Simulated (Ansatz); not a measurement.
`O[Si]1(Cl)C=N1` + `CCN[SiH3]` → `O[SiH]1C=N1` + `CCN[SiH2]Cl`  (redistribution)

Isolated molecules relaxed with PBE0-D4/def2-TZVP in Ansatz; ΔE leaves out vibrations. CCSD(T)/CBS is the MP2 limit (def2-TZVPP, def2-QZVPP) plus CCSD(T) − MP2 in def2-TZVPP, frozen cores. DFT in def2-TZVPP. HSE06 is defined as in plane-wave codes. One conformer a species, not always the lowest.

`O[Si]1(Cl)C=N1`:

Cartesian coordinates in Å:
```
O 1.321 -0.020 1.183
Si 0.451 -0.162 -0.179
Cl 1.761 -0.634 -1.634
C -1.164 0.443 -0.476
N -1.162 -0.827 -0.193
H 0.831 0.136 1.994
H -2.037 1.063 -0.695
```

`CCN[SiH3]`:

Z-matrix (Å, degrees):
```
C
C 1 1.516
H 1 1.092 2 110.6
H 1 1.093 2 111.0 3 120.8
H 1 1.094 2 110.8 3 -119.6
N 2 1.449 1 111.9 3 58.7
H 2 1.096 1 109.3 3 -60.7
H 2 1.100 1 109.4 3 -176.5
Si 6 1.715 2 123.6 1 -150.6
H 6 1.009 2 113.3 1 55.1
H 9 1.488 6 108.6 2 54.2
H 9 1.496 6 115.4 2 -65.4
H 9 1.486 6 107.4 2 174.2
```

`O[SiH]1C=N1`:

```xyz
7

O     0.129    0.921    1.508
Si   -0.313   -0.241    0.454
C     0.367   -0.495   -1.152
N    -0.759    0.137   -1.211
H     0.616    1.676    1.172
H    -1.061   -1.243    1.220
H     1.019   -0.755   -1.990
```

`CCN[SiH2]Cl`:

Cartesian coordinates in Å:
```
C 1.162 -0.920 0.949
C -0.039 -1.027 0.026
N -0.146 0.063 -0.928
Si -1.097 1.449 -0.699
Cl -0.407 2.767 0.751
H 2.093 -0.916 0.377
H 1.198 -1.767 1.639
H 1.122 0.002 1.533
H -0.960 -1.045 0.617
H -0.009 -1.979 -0.516
H 0.641 0.128 -1.555
H -1.120 2.209 -1.968
H -2.437 1.037 -0.227
```

```
             level  ΔE (kJ/mol)
           PBE0-D4        -28.1
          PBE-QIDH        -26.9
           r2SCAN0        -26.9
             HSE06        -27.6
SCS-MP2/def2-TZVPP        -26.8
   CCSD/def2-TZVPP        -26.4
CCSD(T)/def2-TZVPP        -26.7
     MP2/CBS(def2)        -29.9
```

Question: What does CCSD(T)/CBS give? (Estimate.)

Answer: Ansatz gave: -29.0 kJ/mol. The listed levels differ from it by 0.9, 2.1, 2.1, 1.4, 2.2, 2.6, 2.3, -0.9 kJ/mol.

Largest T1 diagnostic among the species: 0.014.

Leaving LDA and LC-ωPBE aside and taking each functional with its dispersion term where it has one, the values, not all of them listed here, spread over 7.0 kJ/mol, from BLYP-D4 to B97M-V.
